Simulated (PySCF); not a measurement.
**In⁺ (indium, charge +1) across methods**

[Kr] 4d10 5s1 5p1, high-spin 3P determinant (an excited configuration). Computed with PySCF 2.14 in x2c-TZVPPall, with scalar relativity by spin-free X2C-1e. The B2PLYP total includes its PT2 part (frozen core); its orbital energies are those of the SCF part.

| method | E (hartree) | mean ε 4d β (eV) | mean ε 5s α (eV) | mean ε 5p α (eV) | Σ⟨r²⟩ (bohr²) | ⟨S²⟩ |
| --- | --- | --- | --- | --- | --- | --- |
| B2PLYP | -5879.84 | -32.163 | -18.530 | -11.503 | 44.50 | 2.001 |
| PBE | -5880.08 | -27.379 | -16.491 | -9.831 | 44.37 | 2.001 |
| M06-L | -5880.40 | -27.832 | -16.154 | -9.541 | 44.13 | 2.001 |
| r2SCAN | -5880.52 | -27.885 | -16.791 | -10.093 | 44.05 | 2.002 |
| CAM-B3LYP | -5880.81 | -31.269 | -19.016 | -11.892 | 44.29 | 2.001 |
| PBE0 | -5880.17 | -29.835 | -17.582 | -10.757 | 44.27 | 2.001 |
| LDA | -5874.65 | -27.570 | -16.792 | -9.901 | 44.21 | 2.001 |
| UHF | -5877.89749 | -36.138 | -20.190 | -13.099 | 44.88 | 2.002 |

Question: Estimate the same row for wB97M-V.

Answer: E (hartree) = -5880.10; mean ε 4d β (eV) = -32.432; mean ε 5s α (eV) = -19.821; mean ε 5p α (eV) = -12.750; Σ⟨r²⟩ (bohr²) = 44.37; ⟨S²⟩ = 2.001.
